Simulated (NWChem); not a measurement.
# InH$_{3}$S; SMILES [SH][InH2]

def2 effective core potentials on In; no spin-orbit coupling.

Q: Give the equilibrium geometry at PBE0/def2-SVP with def2 effective core potentials on In (NWChem) as a Z-matrix, with the point group.

A: point group Cs; any orientation.
```
In
H 1 1.7181
H 1 1.7209 2 129.84
S 1 2.4119 2 113.90 3 180.00
H 4 1.3512 1 94.54 2 180.00
```
